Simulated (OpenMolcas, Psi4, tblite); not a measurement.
## Si2H5OF (SMILES O[SiH](F)[SiH3]): methods side by side

The species is Si2H5OF (9 atoms), meant as a singlet with charge 0. As SMILES, `O[SiH](F)[SiH3]`. The coordinates come from a PBE0-D4/def2-TZVP relaxation. This is one conformer, not always the lowest.

```jsonl
{"atom": "O", "x (Å)": "-0.3925", "y (Å)": "-0.6108", "z (Å)": "1.7681"}
{"atom": "Si", "x (Å)": "-0.8315", "y (Å)": "-0.1606", "z (Å)": "0.2577"}
{"atom": "F", "x (Å)": "-1.7756", "y (Å)": "1.1338", "z (Å)": "0.3194"}
{"atom": "Si", "x (Å)": "1.1350", "y (Å)": "0.3711", "z (Å)": "-0.8917"}
{"atom": "H", "x (Å)": "-1.0505", "y (Å)": "-1.0056", "z (Å)": "2.3430"}
{"atom": "H", "x (Å)": "-1.6646", "y (Å)": "-1.2154", "z (Å)": "-0.3806"}
{"atom": "H", "x (Å)": "0.7987", "y (Å)": "0.8606", "z (Å)": "-2.2552"}
{"atom": "H", "x (Å)": "1.9817", "y (Å)": "-0.8452", "z (Å)": "-1.0139"}
{"atom": "H", "x (Å)": "1.8878", "y (Å)": "1.4256", "z (Å)": "-0.1638"}
```

Each level gives the dipole moment (D). The values are calculated.

```csv
level,kind,program,value (D)
IPEA1-xTB,semi-empirical,tblite,2.02
HF/6-31G* (spherical functions),Hartree–Fock,OpenMolcas,1.70
SVWN5/6-31G* (spherical functions),LDA,OpenMolcas,1.60
BLYP/6-31G* (spherical functions),GGA,OpenMolcas,1.53
revPBE/6-31G* (spherical functions),GGA,OpenMolcas,1.53
TPSS/6-31G* (spherical functions),meta-GGA,OpenMolcas,1.54
M06-2X/6-31G* (spherical functions),hybrid meta-GGA,OpenMolcas,1.61
HSE06/6-31G* (spherical functions),range-separated hybrid,Psi4,1.59
```

The values span 1.53 to 2.02 D. Magnitudes only.
